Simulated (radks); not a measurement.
Rh2+, 43 electrons, occupied as [Kr] 4d7. All-electron calculation, non-relativistic Kohn-Sham, LB94 model potential, spin-unpolarised, spherical densities, point nucleus; relativity is left out, which matters for an element this heavy. Program: a radial shooting solver on a logarithmic mesh with Libxc functionals.

Normalised radial functions P(r) = r R(r), r in bohr:

| r | 3d |
|---|---|
| 0.001455 | 0.0000 |
| 0.001909 | 0.0000 |
| 0.002486 | 0.0000 |
| 0.003237 | 0.0001 |
| 0.004249 | 0.0002 |
| 0.005533 | 0.0004 |
| 0.007205 | 0.0008 |
| 0.009382 | 0.0017 |
| 0.01231 | 0.0036 |
| 0.01603 | 0.0076 |
| 0.02088 | 0.0157 |
| 0.02741 | 0.0322 |
| 0.03569 | 0.0634 |
| 0.04647 | 0.1205 |
| 0.06099 | 0.2237 |
| 0.07942 | 0.3874 |
| 0.1034 | 0.6296 |
| 0.1347 | 0.9459 |
| 0.1768 | 1.3002 |
| 0.2302 | 1.5742 |
| 0.2997 | 1.6660 |
| 0.3934 | 1.4975 |
| 0.5122 | 1.1121 |
| 0.667 | 0.6496 |
| 0.8755 | 0.2755 |
| 1.14 | 0.0843 |
| 1.484 | 0.0169 |
| 1.933 | 0.0020 |
| 2.537 | 0.0001 |
| 3.304 | 0.0000 |
| 4.302 | 0.0000 |

3d: eigenvalue -343.19 eV, 0 radial nodes, <r> = 0.369 bohr, 90 % of the charge inside 0.584 bohr.
